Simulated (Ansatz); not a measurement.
Reaction (formal exchange of groups at a Ge–Si bond): `[GeH3][SiH2][GeH2][SiH2][GeH2][GeH3]` + `C=C(F)F` → `FC(F)=[CH][GeH3]` + `[SiH3][GeH2][SiH2][GeH2][GeH3]`

Isolated molecules relaxed with PBE0-D4/def2-TZVP in Ansatz; ΔE leaves out vibrations. CCSD(T)/CBS is the MP2 limit (def2-TZVPP, def2-QZVPP) plus CCSD(T) − MP2 in def2-TZVPP, frozen cores. Functionals use def2-TZVPP. B3LYP here is the variant with VWN-RPA as its local correlation; programs differ in this. For Ge outer-core shells are correlated without core-valence functions, which leaves a few kJ/mol of doubt a bond. Scalar relativity is left out up to krypton. Each species was taken in one conformer, which may not be the lowest.

```csv
level,ΔE (kJ/mol),difference from CCSD(T)/CBS
PBE-D4,42.8,8.9
B3LYP-D4,37.2,3.3
ωB97X-V,30.9,-3.0
ωB97M-V,31.7,-2.2
B2PLYP,27.7,-6.2
PBE,36.8,2.9
PBE0,35.6,1.7
SCS-MP2/def2-TZVPP,24.6,-9.3
CCSD/def2-TZVPP,30.1,-3.8
CCSD(T)/def2-TZVPP,31.6,-2.3
HF/def2-QZVPP,16.3,-17.6
MP2/def2-QZVPP,29.8,-4.1
SCS-MP2/def2-QZVPP,25.2,-8.7
HF/CBS(def2),16.1,-17.8
MP2/CBS(def2),31.1,-2.8
CCSD/CBS(def2),32.4,-1.5
CCSD(T)/CBS,33.9,0
```

Largest T1 diagnostic among the species: 0.012.

The D4 term adds +9.6 kJ/mol with B3LYP and +6.0 kJ/mol with PBE0; it sums over pairs of atoms, weighted by their polarisabilities, and B3LYP, whose exchange is more repulsive, gets the larger term. In def2-TZVPP, CCSD(T) changes the Hartree–Fock value by +14.3 kJ/mol (the triples alone add +1.5 kJ/mol) and MP2 by +11.5 kJ/mol.
